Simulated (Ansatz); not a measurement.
Cl⁻ beside CH₄S: one fragment in the basis of the whole pair (the partner's atoms are ghosts).

in.yaml

```yaml
crystal:
  periodic: [false, false, false]
  atoms:
    - {symbol: Cl, position_ang: [-0.119809, -0.293066, -2.775371]}
basis:
  gaussian:
    orbitals: "def2-TZVPPD.json"
    ghost_atoms:
      - {symbol: C, position_ang: [0.382859, 0.105502, 0.794754]}
      - {symbol: S, position_ang: [-1.373847, -0.045535, 0.381059]}
      - {symbol: H, position_ang: [0.935969, 0.036723, -0.144700]}
      - {symbol: H, position_ang: [0.697708, -0.699307, 1.462395]}
      - {symbol: H, position_ang: [0.591833, 1.066122, 1.270313]}
      - {symbol: H, position_ang: [-1.114815, -0.170441, -0.988447]}
total_charge: -1
hamiltonian: {xc: pbe}
```

The basis file named in the input lies beside it (Basis Set Exchange, JSON).

Command:

```bash
ansatz run in.yaml --threads 2 --pin off --events-out ev --progress --plain --max-ram 5222MiB
```

What Ansatz 0.2.0 printed:

```
Functional definition: PBE
  name "PBE"
  cite "Perdew, Burke & Ernzerhof, Phys. Rev. Lett. 77, 3865 (1996) doi:10.1103/PhysRevLett.77.3865"
  parent pbe
  parameter kappa = 0.804
  parameter beta = 0.06672455060314922
  exchange = pbe_x(kappa = kappa, mu = beta*pi^2/3)
  correlation = pbe_c(beta = beta)
1003 factors; their error is unknown
mean field evaluation 1: about -12508.1940 eV, gradient 6.1e1 eV
mean field evaluation 2: about -12505.7050 eV, gradient 8.4e1 eV
mean field evaluation 4: about -12519.7744 eV, gradient 3.1e0 eV
mean field evaluation 8: about -12519.7947 eV, gradient 3.7e-2 eV
mean field -12519.79467341 eV, -460.0939680260 hartree, gradient 3.0e-5 eV, S^2 0.000000; 0 other end points of the search recorded, 0 dependent functions left out
reference -12519.79472817 eV, -460.0939700384 hartree; 9, 9 occupied and 198, 198 virtual orbitals, 1003 factors
Total energy: -12519.79472817 eV, -460.0939700384 hartree
```

The lines “mean field evaluation” count trial sets of orbitals through the whole run, from several starts and some on an approximate energy, so they need not fall steadily or lie above the final value.

The run took about 1.5 s on 2 CPU threads of an Intel Xeon Platinum 8488C (shared host).
